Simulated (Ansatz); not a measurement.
Steps of a relaxation of `CC(C)C(C)C(C)(C)C` with RKS PBE0-D4/def2-TZVP.

```sh
$ ansatz run in.yaml --threads 5 --pin off --events-out ev --progress --plain --max-ram 66560MiB --backend cuda --devices 0, --max-vram 37GiB
```

```yaml
crystal:
  periodic: [false, false, false]
  atoms:
    - {symbol: C, position_ang: [0.322773, -1.003750, -2.147404]}
    - {symbol: C, position_ang: [-0.121048, -1.267644, -0.699620]}
    - {symbol: C, position_ang: [-1.185521, -2.374404, -0.675009]}
    - {symbol: C, position_ang: [-0.621767, -0.005312, 0.076606]}
    - {symbol: C, position_ang: [-1.439521, 0.929048, -0.827127]}
    - {symbol: C, position_ang: [0.489623, 0.729404, 0.912748]}
    - {symbol: C, position_ang: [-0.101673, 1.990109, 1.576131]}
    - {symbol: C, position_ang: [1.699404, 1.148426, 0.056634]}
    - {symbol: C, position_ang: [0.975976, -0.202278, 2.041796]}
    - {symbol: H, position_ang: [1.064732, -0.186441, -2.228271]}
    - {symbol: H, position_ang: [-0.536453, -0.739937, -2.797497]}
    - {symbol: H, position_ang: [0.785258, -1.915557, -2.578234]}
    - {symbol: H, position_ang: [0.763667, -1.663575, -0.155364]}
    - {symbol: H, position_ang: [-2.127935, -2.035708, -1.156811]}
    - {symbol: H, position_ang: [-1.432477, -2.679414, 0.362569]}
    - {symbol: H, position_ang: [-0.844676, -3.277845, -1.221964]}
    - {symbol: H, position_ang: [-1.328964, -0.387405, 0.848478]}
    - {symbol: H, position_ang: [-2.174472, 0.353705, -1.426027]}
    - {symbol: H, position_ang: [-2.015614, 1.670291, -0.241097]}
    - {symbol: H, position_ang: [-0.803096, 1.489394, -1.542196]}
    - {symbol: H, position_ang: [0.629818, 2.431536, 2.284216]}
    - {symbol: H, position_ang: [-0.356469, 2.773822, 0.835457]}
    - {symbol: H, position_ang: [-1.021570, 1.751207, 2.150483]}
    - {symbol: H, position_ang: [2.244639, 0.273101, -0.349968]}
    - {symbol: H, position_ang: [2.420517, 1.727226, 0.670446]}
    - {symbol: H, position_ang: [1.401230, 1.793443, -0.795334]}
    - {symbol: H, position_ang: [1.748032, 0.301151, 2.659613]}
    - {symbol: H, position_ang: [1.427165, -1.137710, 1.653390]}
    - {symbol: H, position_ang: [0.138410, -0.484894, 2.713356]}
basis:
  gaussian: {orbitals: def2-TZVP}
hamiltonian: {xc: pbe0, dispersion: d4}
relax: {f_tol: 0.005, max_steps: 150}
```

Positions (Å) and forces (eV/Å) along the path, 4 of 4 steps:

```xyz
29
step=1 energy=-9652.0905 eV
C     0.323   -1.004   -2.147    0.040    0.041   -0.249
C    -0.121   -1.268   -0.700    0.226   -0.052    0.177
C    -1.186   -2.374   -0.675   -0.204   -0.129   -0.027
C    -0.622   -0.005    0.077   -0.118   -0.105    0.223
C    -1.440    0.929   -0.827   -0.105    0.161   -0.169
C     0.490    0.729    0.913   -0.017   -0.019   -0.055
C    -0.102    1.990    1.576   -0.074    0.153    0.078
C     1.699    1.148    0.057    0.165    0.061   -0.104
C     0.976   -0.202    2.042    0.064   -0.130    0.122
H     1.065   -0.186   -2.228   -0.360   -0.386    0.067
H    -0.536   -0.740   -2.797    0.382   -0.116    0.327
H     0.785   -1.916   -2.578   -0.223    0.412    0.230
H     0.764   -1.664   -0.155   -0.418    0.192   -0.274
H    -2.128   -2.036   -1.157    0.449   -0.144    0.223
H    -1.432   -2.679    0.363    0.138    0.167   -0.484
H    -0.845   -3.278   -1.222   -0.133    0.444    0.253
H    -1.329   -0.387    0.848    0.311    0.158   -0.342
H    -2.174    0.354   -1.426    0.359    0.245    0.289
H    -2.016    1.670   -0.241    0.294   -0.366   -0.248
H    -0.803    1.489   -1.542   -0.283   -0.275    0.336
H     0.630    2.432    2.284   -0.325   -0.232   -0.334
H    -0.356    2.774    0.835    0.127   -0.392    0.327
H    -1.022    1.751    2.150    0.430    0.089   -0.276
H     2.245    0.273   -0.350   -0.285    0.395    0.205
H     2.421    1.727    0.670   -0.352   -0.269   -0.264
H     1.401    1.793   -0.795    0.119   -0.309    0.413
H     1.748    0.301    2.660   -0.367   -0.207   -0.304
H     1.427   -1.138    1.653   -0.219    0.466    0.185
H     0.138   -0.485    2.713    0.379    0.146   -0.326
29
step=2 energy=-9652.1957 eV
C     0.314   -0.988   -2.133    0.035    0.005   -0.078
C    -0.114   -1.261   -0.691   -0.012    0.007    0.045
C    -1.178   -2.356   -0.675   -0.034   -0.072   -0.001
C    -0.618   -0.013    0.084    0.075   -0.005    0.040
C    -1.422    0.918   -0.821   -0.073    0.039   -0.036
C     0.487    0.720    0.907   -0.062   -0.014    0.003
C    -0.105    1.974    1.559    0.002    0.051    0.027
C     1.688    1.134    0.054    0.034    0.007   -0.026
C     0.971   -0.197    2.036    0.025   -0.027    0.028
H     1.048   -0.179   -2.210   -0.101   -0.115    0.007
H    -0.544   -0.720   -2.763    0.122   -0.042    0.101
H     0.765   -1.889   -2.567   -0.063    0.123    0.064
H     0.764   -1.656   -0.160   -0.133    0.056   -0.082
H    -2.109   -2.012   -1.148    0.141   -0.036    0.066
H    -1.420   -2.662    0.351    0.034    0.041   -0.139
H    -0.841   -3.245   -1.223   -0.048    0.119    0.074
H    -1.319   -0.392    0.846    0.099    0.060   -0.109
H    -2.149    0.348   -1.413    0.097    0.082    0.082
H    -1.988    1.654   -0.241    0.078   -0.109   -0.081
H    -0.786    1.466   -1.528   -0.084   -0.084    0.108
H     0.618    2.413    2.259   -0.099   -0.059   -0.094
H    -0.355    2.744    0.819    0.039   -0.109    0.104
H    -1.016    1.737    2.125    0.123    0.028   -0.079
H     2.225    0.265   -0.343   -0.075    0.118    0.057
H     2.399    1.710    0.662   -0.103   -0.081   -0.078
H     1.390    1.769   -0.790    0.042   -0.088    0.120
H     1.729    0.314    2.644   -0.104   -0.067   -0.083
H     1.425   -1.121    1.660   -0.064    0.131    0.050
H     0.141   -0.474    2.698    0.110    0.040   -0.091
29
step=3 energy=-9652.2047 eV
C     0.317   -0.990   -2.131   -0.008    0.008    0.012
C    -0.115   -1.256   -0.692    0.027    0.007    0.011
C    -1.174   -2.352   -0.674   -0.005    0.022    0.003
C    -0.614   -0.009    0.080   -0.021   -0.018    0.028
C    -1.428    0.917   -0.817    0.024   -0.002   -0.002
C     0.484    0.721    0.904    0.020   -0.013   -0.024
C    -0.100    1.974    1.557   -0.013   -0.022   -0.018
C     1.685    1.132    0.056   -0.002    0.005    0.002
C     0.966   -0.195    2.028   -0.007    0.000   -0.002
H     1.049   -0.187   -2.211    0.009    0.012    0.002
H    -0.536   -0.727   -2.761   -0.016    0.008   -0.014
H     0.766   -1.891   -2.557    0.004   -0.010   -0.003
H     0.758   -1.649   -0.162    0.014   -0.004    0.009
H    -2.100   -2.010   -1.147   -0.018    0.000   -0.007
H    -1.415   -2.655    0.347   -0.002   -0.002    0.010
H    -0.837   -3.238   -1.219    0.008   -0.002   -0.005
H    -1.310   -0.388    0.841   -0.016   -0.013    0.012
H    -2.151    0.347   -1.405   -0.005   -0.011   -0.005
H    -1.993    1.644   -0.234   -0.004    0.012    0.012
H    -0.800    1.468   -1.520    0.009    0.013   -0.017
H     0.620    2.404    2.258    0.008   -0.001    0.004
H    -0.343    2.744    0.823   -0.008    0.011   -0.013
H    -1.010    1.740    2.118   -0.012    0.001    0.008
H     2.217    0.264   -0.339    0.005   -0.009   -0.005
H     2.393    1.701    0.665    0.013    0.008    0.004
H     1.393    1.766   -0.783   -0.003    0.008   -0.014
H     1.721    0.312    2.635    0.006    0.005    0.004
H     1.417   -1.115    1.652    0.004   -0.009   -0.002
H     0.139   -0.472    2.687   -0.009   -0.005    0.010
29
step=4 energy=-9652.2051 eV
C     0.316   -0.986   -2.130    0.000    0.001   -0.001
C    -0.114   -1.256   -0.691   -0.001    0.000    0.001
C    -1.174   -2.351   -0.674    0.000    0.001   -0.001
C    -0.614   -0.012    0.083    0.000    0.000    0.001
C    -1.425    0.916   -0.816    0.002   -0.001    0.000
C     0.484    0.719    0.904    0.000   -0.001    0.000
C    -0.102    1.973    1.554   -0.001   -0.001   -0.001
C     1.685    1.129    0.055    0.001    0.000    0.000
C     0.966   -0.195    2.030    0.000   -0.001    0.001
H     1.048   -0.182   -2.209   -0.001    0.000    0.001
H    -0.538   -0.721   -2.758    0.000    0.001    0.001
H     0.765   -1.886   -2.559    0.000    0.000    0.000
H     0.760   -1.650   -0.162   -0.001    0.001    0.000
H    -2.100   -2.008   -1.146    0.000    0.000    0.000
H    -1.414   -2.656    0.347    0.000    0.000    0.001
H    -0.837   -3.236   -1.221    0.000    0.000    0.000
H    -1.311   -0.391    0.843    0.002    0.000   -0.001
H    -2.149    0.346   -1.404    0.000    0.000    0.000
H    -1.991    1.644   -0.234    0.000    0.000   -0.001
H    -0.796    1.466   -1.519    0.000    0.000   -0.001
H     0.619    2.405    2.253    0.000    0.000   -0.001
H    -0.346    2.741    0.818    0.000    0.000   -0.001
H    -1.012    1.739    2.115    0.000    0.000   -0.001
H     2.218    0.262   -0.340    0.000    0.001    0.000
H     2.394    1.699    0.663   -0.001    0.000    0.000
H     1.392    1.763   -0.785    0.000    0.000   -0.001
H     1.721    0.313    2.636    0.000   -0.001    0.000
H     1.417   -1.116    1.656    0.001    0.000    0.001
H     0.138   -0.470    2.690   -0.001    0.000    0.000
```

Run time 25 s (5 threads of an AMD EPYC 7R13 on a shared host and a share of an NVIDIA H100 80 GB); peak host memory 1 GiB.
